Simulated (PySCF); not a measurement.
**H₂ZrO + H₂O → ZrH₄ + O₂**

Level: PBE0 in the def2-TZVP basis family, computed in PySCF with density fitting; scalar-relativistic core potentials for atoms from Rb on, none lighter, no spin–orbit coupling; open shells unrestricted.

```json
{"species": "H₂ZrO", "state and structure": "singlet, Cs, Zr–H 1.871 Å (×2), Zr–O 1.722 Å; H–Zr–H 111.8°, H–Zr–O 105.4° (×2)", "E (Eh)": "-123.40365", "ZPE (kJ/mol)": "34.8", "H(298 K) − H(0) (kJ/mol)": "11.8", "S° (J/(mol K))": "263.7"}
{"species": "H₂O", "state and structure": "singlet, C2v, O–H 0.960 Å (×2); H–O–H 105.1°", "E (Eh)": "-76.37736", "ZPE (kJ/mol)": "56.5", "H(298 K) − H(0) (kJ/mol)": "9.9", "S° (J/(mol K))": "188.7"}
{"species": "ZrH₄", "state and structure": "singlet, Td, Zr–H 1.844 Å (×4)", "E (Eh)": "-49.33149", "ZPE (kJ/mol)": "57.8", "H(298 K) − H(0) (kJ/mol)": "12.3", "S° (J/(mol K))": "231.8"}
{"species": "O₂", "state and structure": "triplet, D∞h, O–O 1.193 Å", "E (Eh)": "-150.23561", "ZPE (kJ/mol)": "10.3", "H(298 K) − H(0) (kJ/mol)": "8.7", "S° (J/(mol K))": "204.9"}
```

**Question.** What is the electronic reaction energy?

**Answer.** At PBE0/def2-TZVP, ΔE = 561.6 kJ/mol from the differences of the total energies times 2625.5, uphill. 

**Question.** Add zero-point, thermal and entropy terms for 298.15 K and 1 bar.

**Answer.** ΔZPE = -23.2 and Δ[H(298) − H(0)] = -0.7 kJ/mol give ΔH° = 537.7 kJ/mol. ΔS° = -15.7 J/(mol K), so ΔG° = 537.7 − 298.15 × (-0.0157) = 542 kJ/mol.

Each species is the lowest minimum found with this bonding; other isomers or fragments can lie lower.
